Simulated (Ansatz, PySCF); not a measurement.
This triplet is an excited state, 0.65 eV above the relaxed singlet at the level frozen-core CCSD(T)/cc-pVTZ // PBE0-D3(BJ)/def2-TZVP (Ansatz, a quantum-chemistry and plane-wave program).

Z-matrix (Å, degrees):
```
Si
H 1 1.4836
H 1 1.4878 2 109.41
H 1 1.4878 2 109.53 3 -119.34
Ge 1 2.3657 2 106.41 3 120.49
H 5 1.5470 1 123.52 2 177.65
```
Charge 0, spin multiplicity 3.

Q: Estimate the dipole moment, total energy and highest occupied spin orbital that PBE-D3(BJ)/def2-TZVP // PBE0-D3(BJ)/def2-TZVP run with PySCF returns for this input.

A: 
```
Quantity                               Value
-----------------------------  -------------
dipole moment                         0.34 D
total energy                   -2368.3581 Ha
highest occupied spin orbital       -4.54 eV
```
